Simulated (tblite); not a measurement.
Run record: tight-binding relaxation, `C[BH2-][O+]1CC[C@@H](Br)C1`.

Computed with GFN2-xTB geometry optimisation, gas phase (tblite 0.8.0). Start geometry: from a force field or distance geometry. A driver script takes a list of jobs; this job's settings line and coordinates (Å) are shown.

Command:
```bash
OMP_NUM_THREADS=1 python probes_run.py task.json out
```

Input:
```
{"job": {"kind": "relax", "xc": "GFN2-xTB", "basis": "xTB"}, "charge": 0, "multiplicity": 1}
C      2.425800    -0.639200    -0.360900
B      1.213100     0.306700     0.062600
O      0.117600     0.337000    -0.854700
C     -0.772000     1.337600    -0.394200
C     -1.322100     0.689700     0.892000
C     -1.245800    -0.776600     0.563300
Br    -3.034300    -1.477400     0.676900
C     -0.710900    -0.758300    -0.838000
H      2.046700    -1.656700    -0.552500
H      2.988200    -0.265700    -1.215400
H      3.095700    -0.696900     0.524500
H      0.931200     0.014600     1.182700
H      1.662600     1.417400     0.126200
H     -0.221700     2.272200    -0.170800
H     -1.602600     1.519800    -1.099200
H     -2.389100     0.963200     1.070000
H     -0.761400     0.987900     1.787800
H     -0.590300    -1.357500     1.242200
H     -1.593100    -0.509000    -1.488100
H     -0.242800    -1.698000    -1.157500
```

**Question.** Estimate the output.

**Answer.** 
```
step      E/eV     max force
  0    -711.85098    4.122
  1    -712.27272    1.870
  2    -712.43733    0.753
  3    -712.53756    0.646
  4    -712.62015    0.656
  5    -712.68623    0.571
  6    -712.73568    0.517
  7    -712.77884    0.464
  8    -712.81293    0.353
  9    -712.83463    0.362
... (62 lines left out)
 72    -713.06315    0.026
 73    -713.06323    0.018
 74    -713.06330    0.014
 75    -713.06335    0.019
 76    -713.06342    0.021
 77    -713.06350    0.019
 78    -713.06356    0.015
 79    -713.06359    0.012
 80    -713.06361    0.011
 81    -713.06362    0.010
```

«max force» is the largest atomic force in eV/Å.

**Question.** From which step on does the largest force stay under 0.1 eV/Å, and how much energy is left to gain from there?

**Answer.** From step 54 (0.061 eV/Å), 4.7 meV above the end.

In short: energy lowered by 28.0 kcal/mol over 81 steps; largest atomic force 0.010 eV/Å at the end.

**Question.** How long does this job take on one thread of an Arm Neoverse N1 (shared host)?

**Answer.** About 1.1 s.
Labels such as C1 count atoms from 1, the log's own numbers from 0.
